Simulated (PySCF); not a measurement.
A calculated (UHF, PySCF 2.14, Sapporo-DZP-2012, scalar relativity by spin-free X2C-1e) atom or ion has these occupied shells.

```
shell  electrons  orbital energy (eV)  rms radius, mean of both spins (bohr)
 1s α          1              -916.86                                  0.182
 1s β          1              -915.21                                  0.182
 2s α          1              -74.844                                  0.948
 2s β          1              -68.733                                  0.948
 2p α          3              -44.998                                   1.01
 2p β          2              -42.154                                   1.01
```

Problem. Name the element and its charge.

Solution. Ne⁺ (neon, charge +1), in [He] 2s2 2p5, 2P determinant.
